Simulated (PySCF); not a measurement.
**Identify the compound**

An unknown has the formula C₅H₅NO. Its calculated NMR data are:

¹H NMR (400 MHz, computed): δ 7.18 (d, 1H), 6.62 (m, 1H), 5.14 (m, 1H), 5.03 (d, 1H), 4.77 (m, 1H).

¹³C{¹H} NMR (computed): δ 169.8 (CH), 156.7 (CH), 120.7 (C), 102.2 (CH2), 84.8 (CH).

Method: GFN2-xTB structure, shieldings: GIAO PBE0/pcSseg-1, in PySCF 2.14 (relativity neglected, one conformer, gas phase).

Referencing at the same level of theory: TMS for ¹H (σ = 31.72 ppm) and ¹³C (σ = 186.93 ppm).

**Question.** What is the structure?

**Answer.** 
1. Rings plus π bonds: 4 (no ring in the answer).
2. 5 carbon signals for 5 carbons: no two carbons are equivalent.
3. Carbon types of the structure: 1 × C, 3 × CH, 1 × CH2, which accounts for all hydrogens.
4. δC 169.8, 156.7: alkene carbon bearing oxygen; an sp2 carbon further deshielded by the attached heteroatom.
5. δC 120.7: nitrile carbon; this is the usual window of a C≡N carbon, which has no attached hydrogen.
6. δC 102.2, 84.8: β carbon of an enol-ether or enamine type C=C; the O or N lone pair pushes π density onto this β carbon and shields it.
7. δH 7.18, 6.62: hydrogen on an alkene carbon bearing oxygen; olefinic region.
8. δH 5.14, 5.03, 4.77: hydrogen on a β carbon of an enol-ether or enamine type C=C.

Structure: `C=CO/C=C/C#N`.

The data come from this structure; uniqueness wasn't tested.

Shifts are as computed. Against solution values, carbons near 30 ppm lie about +3 ppm off and those near 130 ppm about +5 ppm. Of 1211 compounds with measured shifts, 218 miss one by over three times the rms of a fit or turn the order of signals round; such compounds aren't used in these exercises. No couplings were computed; multiplicities are counted from neighbouring protons, with m where these are inequivalent, close in shift, in a saturated or five-membered ring or joined by F or P, and br s for small geminal =CH2 splittings.
